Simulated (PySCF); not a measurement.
**Working with the constants of SeN**

UHF-CCSD(T) constants of SeN, ²Π (doublet), unpaired electrons π ↑ (Se cc-pVDZ-PP with ECP10, N cc-pVDZ; scalar-relativistic core potentials (PySCF 2.14); masses 79.9165 and 14.0031 u):

| Item | Value |
| --- | --- |
| ωe | 901.1 cm⁻¹ |
| ωexe | 5.37 cm⁻¹ |
| Be | 0.49844 cm⁻¹ |
| αe | 0.00395 cm⁻¹ |
| De to Se + N | 2.83 eV |

Task: What force constant and bond length do these constants imply?

Result: Reduced mass μred = 11.915 u; k = 5.8918×10⁻⁷·μred·ωe² (u, cm⁻¹, mdyn/Å) = 5.70 mdyn/Å; Re = √(16.8576/(μred·Be)) (u, cm⁻¹, Å) = 1.685 Å.

Task: Estimate the centrifugal constant D from the Kratzer relation and find the Dunham coefficient a1.

Result: D = 4Be³/ωe² = 6.1e-07 cm⁻¹; a1 = −1 − αeωe/(6Be²) = -3.39.

Correlated steps freeze 5 core orbitals. Correlated levels converge slowly with the basis: in double zeta they bind strong bonds too weakly, by up to about 1 eV, and carry superposition errors of some tenths. Spin–orbit coupling is left out. The state is the lowest determinant that a PBE0 search found; another state may lie lower at other levels.
